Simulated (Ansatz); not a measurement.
`C[SiH2]CCl` + H₂Te → `ClC[SiH2][TeH]` + CH₄  (ligand exchange at the Si–C bond)

Isolated molecules relaxed with PBE0-D4/def2-TZVP in Ansatz; ΔE leaves out vibrations. CCSD(T)/CBS adds triple-zeta CCSD(T) − MP2 to the extrapolated MP2 energy (def2 sets, frozen cores). This one scheme is used for every species. Functionals use def2-TZVPP. B3LYP here is the variant with VWN-RPA as its local correlation; programs differ in this. Elements past krypton have def2 core potentials. For Te outer-core shells are correlated without core-valence functions, which leaves a few kJ/mol of doubt a bond. Each species was taken in one conformer, which may not be the lowest.

```csv
level,ΔE (kJ/mol),difference from CCSD(T)/CBS
PBE-D4,-72.0,-0.8
r2SCAN-D4,-69.4,1.8
PBE0-D4,-71.2,0.0
B3LYP-D4,-68.0,3.2
PBE,-70.3,0.9
PBE0,-69.6,1.6
B3LYP,-65.0,6.2
HF/def2-TZVPP,-62.9,8.3
MP2/def2-TZVPP,-72.9,-1.7
SCS-MP2/def2-TZVPP,-68.2,3.0
CCSD/def2-TZVPP,-62.1,9.1
CCSD(T)/def2-TZVPP,-64.0,7.2
HF/def2-QZVPP,-62.7,8.5
MP2/def2-QZVPP,-76.9,-5.7
SCS-MP2/def2-QZVPP,-72.0,-0.8
CCSD/CBS(def2),-69.3,1.9
CCSD(T)/CBS,-71.2,0
```

Largest T1 diagnostic among the species: 0.010.

CCSD(T)/CBS has its own doubt, a few kJ/mol and more with outer-core shells, so smaller differences from it don't rank the levels.
